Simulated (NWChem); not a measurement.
System: CH3NOSi; SMILES N#CO[SiH3]

The following NWChem deck was run.

```
start job
memory heap 200 mb stack 900 mb global 1100 mb
geometry units angstroms noautoz
  N      0.443853     2.308795     0.000000
  C     -0.085065     1.269369     0.000000
  O     -0.709110     0.137596     0.000000
  Si     0.097444    -1.378550     0.000000
  H      0.927763    -1.476131    -1.221149
  H     -1.008993    -2.354763     0.000000
  H      0.927763    -1.476131     1.221149
end
basis spherical
  N library aug-cc-pvdz
  C library aug-cc-pvdz
  O library aug-cc-pvdz
  Si library aug-cc-pvdz
  H library aug-cc-pvdz
end
dft
  xc xpbe96 cpbe96
  iterations 150
end
tddft
  cis
  nroots 6
  notriplet
end
task tddft energy
```

Excerpt of the output:

```
             Northwest Computational Chemistry Package (NWChem) 7.3.0
             --------------------------------------------------------

 CS  symmetry detected

                             Geometry "geometry" -> ""
                             -------------------------

 Output coordinates in angstroms (scale by  1.889725989 to convert to a.u.)

  No.       Tag          Charge          X              Y              Z
 ---- ---------------- ---------- -------------- -------------- --------------
    1 N                    7.0000     0.34468217     2.32303536     0.00000000
    2 C                    6.0000    -0.12872148     1.25717906     0.00000000
    3 O                    8.0000    -0.69225311     0.09409077     0.00000000
    4 Si                  14.0000     0.19308320    -1.37744165     0.00000000
    5 H                    1.0000     1.02739098    -1.43112798    -1.22114900
    6 H                    1.0000    -0.86036830    -2.41060891     0.00000000
    7 H                    1.0000     1.02739098    -1.43112798     1.22114900

 Effective nuclear repulsion energy (a.u.)     142.1059784035

      Symmetry information
      --------------------

 Group name             Cs
 Group number              2
 Group order               2
 No. of unique centers     6

  pbe96 is a nonlocal functional; adding pw91lda local functional.

                                 NWChem DFT Module
                                 -----------------

 Summary of "ao basis" -> "ao basis" (spherical)
 ------------------------------------------------------------------------------
       Tag                 Description            Shells   Functions and Types
 ---------------- ------------------------------  ------  ---------------------
 N                        aug-cc-pvdz                9       23   4s3p2d
 C                        aug-cc-pvdz                9       23   4s3p2d
 O                        aug-cc-pvdz                9       23   4s3p2d
 Si                       aug-cc-pvdz               11       27   5s4p2d
 H                        aug-cc-pvdz                5        9   3s2p

      Symmetry analysis of basis
      --------------------------

        a'         83
        a"         40

[...]

                                NWChem TDDFT Module
                                -------------------

            General Information
            -------------------
           No. of orbitals :     246
            Alpha orbitals :     123
             Beta orbitals :     123
        Alpha frozen cores :       0
         Beta frozen cores :       0
     Alpha frozen virtuals :       0
      Beta frozen virtuals :       0
         Spin multiplicity :       1
    Number of AO functions :     123
        Use of symmetry is : off
      Symmetry adaption is : on
         Schwarz screening :  0.10D-07

              XC Information
              --------------
   PerdewBurkeErnzerhof Exchange Functional   1.00
     Perdew 1991 LDA Correlation Functional   1.00 local
    PerdewBurkeErnz. Correlation Functional   1.00 non-local

             TDDFT Information
             -----------------
          Calculation type : Tamm-Dancoff TDDFT
         Wavefunction type : Restricted singlets
          No. of electrons :      38
           Alpha electrons :      19
            Beta electrons :      19
              No. of roots :       6
          Max subspacesize :    5200
            Max iterations :     100
               Target root :       1
           Target symmetry : none
      Symmetry restriction : off
                 Algorithm : Optimal
        Davidson threshold :  0.10D-03

    6 smallest eigenvalue differences (eV)
--------------------------------------------------------
  No. Spin  Occ  Vir  Irrep   E(Occ)    E(Vir)   E(Diff)
--------------------------------------------------------
    1    1   19   20 a"       -0.270    -0.073     5.363
    2    1   18   20 a'       -0.283    -0.073     5.707
    3    1   19   21 a"       -0.270    -0.029     6.546
    4    1   17   20 a'       -0.319    -0.073     6.692
    5    1   18   21 a'       -0.283    -0.029     6.891
    6    1   19   22 a'       -0.270    -0.014     6.957
--------------------------------------------------------

  Entering Davidson iterations
  Restricted singlet excited states

  Iter   NTrls   NConv    DeltaV     DeltaE      Time
  ----  ------  ------  ---------  ---------  ---------
    1      6       0     0.19E+00   0.10+100       35.1
    2     12       0     0.57E-01   0.37E-01       33.4
    3     18       0     0.20E-01   0.41E-02       36.4
    4     24       2     0.51E-02   0.14E-02       38.9
    5     28       5     0.52E-03   0.29E-04       37.8
    6     29       6     0.64E-04   0.37E-06       31.2
  ----  ------  ------  ---------  ---------  ---------
  Convergence criterion met

  Ground state a'       -459.040360295863 a.u.

  ----------------------------------------------------------------------------
  Root   1 singlet a"             0.199889561 a.u.                5.4393 eV
  ----------------------------------------------------------------------------
     Transition Moments    X -0.00000   Y  0.00000   Z  0.10869
     Dipole Oscillator Strength                    0.0015742218
     Electric Quadrupole                           0.0000000487
     Magnetic Dipole                               0.0000001063
     Total Oscillator Strength                     0.0015743769

[...]
```

Level: PBE/aug-cc-pVDZ, TDA. Coordinates come from a B3LYP/6-31G* (spherical d) optimisation.
